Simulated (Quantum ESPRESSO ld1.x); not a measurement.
All-electron atom: Mn2+ in [Ar] 3d5 (the NIST ground configuration).

All-electron calculation, non-relativistic Kohn-Sham, BLYP, spin-unpolarised, spherical densities, point nucleus. Program: ld1.x of Quantum ESPRESSO 7.5.

Energy parts (eV):
part                    energy
total                 -31292.6
kinetic                31269.1
electron-nucleus      -73941.0
Hartree                12779.8
exchange-correlation   -1400.5

Orbitals (lengths in bohr, moments of r in powers of bohr; <r^-3> diverges for s and p1/2):
orbital  occ.  eigenvalue (eV)  <r^-3>
1s          2         -6394.16       -
2s          2         -750.459       -
2p          6         -646.040   404.9
3s          2         -101.750       -
3p          6         -71.9398   49.53
3d          5         -24.4915   4.243
4s          0         -19.4937       -
4p          0         -14.1084   4.179

The highest occupied level is 3d at -24.492 eV. Virial ratio -V/T = 2.00075. The density falls to 0.001 e/bohr^3 at r = 3.11 bohr.
